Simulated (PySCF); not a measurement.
## Constants of SI, step by step

State: ²Π, doublet, unpaired electrons π ↑. De refers to S + I. ROHF-based CCSD(T) in PySCF 2.14 with S cc-pV(T+d)Z, I cc-pVTZ-PP with ECP28 and S cc-pV(Q+d)Z, I cc-pVQZ-PP with ECP28 (frozen core orbitals: 14; scalar-relativistic core potentials). Correlation energies are extrapolated as n⁻³ (n = 3, 4), Hartree–Fock as (n+1)·exp(−9√n).

| Level | Re (Å) | ωe (cm⁻¹) | ωexe (cm⁻¹) | αe (cm⁻¹) | De (eV) |
| --- | --- | --- | --- | --- | --- |
| CCSD(T)/TZ | 2.3373 | 394.1 | 1.52 | 0.000578 | 2.104 |
| CCSD(T)/QZ | 2.3240 | 400.9 | 1.50 | 0.000573 | 2.272 |
| HF/CBS | 2.3382 | 404.7 | 0.990 | 0.000453 | 0.876 |
| MP2/CBS | 2.2981 | 410.5 | 1.19 | 0.000551 | 2.372 |
| CCSD/CBS | 2.3150 | 408.4 | 1.38 | 0.000553 | 2.168 |
| CCSD(T)/CBS | 2.3170 | 405.7 | 1.49 | 0.000570 | 2.378 |

**Question.** How much is left between CCSD(T)/QZ and the basis-set limit, and how much do the triples give at the limit?

**Answer.** CCSD(T)/CBS less CCSD(T)/QZ: -7.0 mÅ in Re, +4.8 cm⁻¹ in ωe and +0.106 eV in De. CCSD(T)/CBS less CCSD/CBS: +2.0 mÅ in Re, -2.7 cm⁻¹ in ωe and +0.210 eV in De.

The T1 diagnostic is 0.035. The state was picked by a PBE0 search and need not be the measured ground state. Spin–orbit coupling, excitations beyond (T) and corrections to the Born–Oppenheimer picture are left out, and spin–orbit coupling matters for open p, d or f shells this heavy.

The whole job (state search and all basis sets along the bond) took about 18 min on 4 threads of Arm Neoverse V1 (shared host), peak memory 11 GiB.
